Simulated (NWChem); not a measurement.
## Total energies of 1,1,1,2-tetrafluoroethane (C2H2F4)

```
C
F 1 1.3302
F 1 1.3302 2 107.96
F 1 1.3357 2 108.24 3 -116.95
C 1 1.5135 2 111.64 3 123.07
F 5 1.3570 1 109.94 2 -60.47
H 5 1.1017 6 110.35 1 -119.46
H 5 1.1017 7 109.44 6 121.61
```
Charge 0, spin multiplicity 1.

Program: NWChem. Structure: optimised with PBE0/def2-SVP, a minimum by its harmonic frequencies.

Basis set: cc-pVDZ (94 functions).

```
method     total energy (Ha)  relative cost
---------  -----------------  -------------
RHF               -474.68278              1
MP2               -475.68808        under 3
B2PLYP            -476.43648              4
PBE               -476.33200        under 3
B3LYP             -476.80104        under 3
CAM-B3LYP         -476.67499             10
```

Total energies of different functionals aren't comparable as a measure of quality: only differences taken within one method are. Relative cost: rough, from shared machines, SCF included, RHF = 1.

The correlated methods keep 6 core orbitals frozen. B3LYP has NWChem's definition, with VWN1-RPA local correlation. GW and range-separated runs recompute their integrals, the others keep them in memory, which bears on the times.
